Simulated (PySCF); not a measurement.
Compound: C₅H₉NOSi.
Structure used (PBE0-D3(BJ)/def2-SVP), in Å, numbered top down from 1:
```
atom  x, y, z in Å
C1    -1.7846   -0.1291    0.5869
C2    -0.3356   -0.4350    0.2446
C3     0.0046   -1.8111    0.6877
N4     0.3016   -2.8762    1.0289
C5     0.6631    0.5499    0.8979
C6     1.9993    0.4396    0.1545
Si7    1.4014    0.1131   -1.6072
O8    -0.1636   -0.3593   -1.1570
H9    -1.9503   -0.1776    1.6726
H10   -2.0260    0.8810    0.2268
H11   -2.4502   -0.8482    0.0911
H12    0.7522    0.3570    1.9781
H13    0.2379    1.5598    0.7754
H14    2.5817   -0.4233    0.5167
H15    2.6217    1.3374    0.2756
H16    2.1153   -0.9769   -2.3286
H17    1.3136    1.3191   -2.4796
```

Computed with PySCF at wB97X-D/def2-SVPD, non-relativistic, on one gas-phase PBE0-D3(BJ)/def2-SVP geometry that isn't relaxed in the solvent. The solvent is an IEF-PCM continuum (van der Waals radii × 1.2), and excitations are vertical TDDFT with non-equilibrium linear response and a frozen core. Specific hydrogen bonds and non-electrostatic terms are outside this model.

Gas-phase singlets (H = HOMO, L = LUMO):

```tsv
state	E (eV)	λ (nm)	f	leading configurations
S1	7.386	168	0.003	H→L 89%
S2	7.580	164	0.000	H-2→L+2 23%, H-2→L 17%
S3	7.922	157	0.026	H-1→L 87%
S4	8.001	155	0.001	H-3→L+2 23%, H→L+2 20%
S5	8.028	154	0.009	H-3→L+3 18%, H-2→L+2 15%
```

Question: What are the lowest 5 singlets in chloroform (ε = 4.711)?

Answer: 
```
state  E (eV)  λ (nm)      f    leading configurations  change by rank (eV)
   S1   7.403     167  0.005                   H→L 88%               +0.017
   S2   7.599     163  0.001    H-2→L 28%, H-2→L+3 12%               +0.019
   S3   7.843     158  0.041                 H-1→L 84%               -0.079
   S4   8.019     155  0.001    H→L+2 31%, H-4→L+2 27%               +0.018
   S5   8.044     154  0.011  H-2→L+2 17%, H-4→L+3 16%               +0.016
```

Question: How does the list change in water (ε = 78.36)?

Answer: 
| state | E (eV) | λ (nm) | f | leading configurations | change by rank (eV) |
| --- | --- | --- | --- | --- | --- |
| S1 | 7.407 | 167 | 0.005 | H→L 83%, H-1→L 9% | +0.021 |
| S2 | 7.599 | 163 | 0.001 | H-2→L 33%, H-2→L+3 11% | +0.019 |
| S3 | 7.809 | 159 | 0.036 | H-1→L 78% | -0.113 |
| S4 | 8.022 | 155 | 0.000 | H→L+2 35%, H-4→L+2 28% | +0.021 |
| S5 | 8.050 | 154 | 0.009 | H-2→L+2 19%, H-4→L 16% | +0.022 |

Question: How do the frontier levels move from gas to water?

Answer: 
```tsv
orbital	gas (eV)	solvent (eV)	change (eV)
LUMO+2	2.32	2.26	-0.06
LUMO+1	1.94	2.17	+0.23
LUMO	1.63	1.74	+0.11
HOMO	-10.52	-10.41	+0.11
HOMO-1	-10.96	-10.67	+0.29
HOMO-2	-11.14	-11.12	+0.02
HOMO-3	-11.64	-11.61	+0.03
```

The HOMO–LUMO gap goes from 12.15 to 12.15 eV. Rows go by rank; for HOMO-3, HOMO-2, HOMO-1, LUMO and LUMO+1 the atom shares or the degeneracy differ between the runs, so the row needn't follow one orbital.

Rough CPU time on one thread of a shared machine: about 1.8 min. This is the whole response run at wB97X-D/def2-SVPD in water, SCF included.
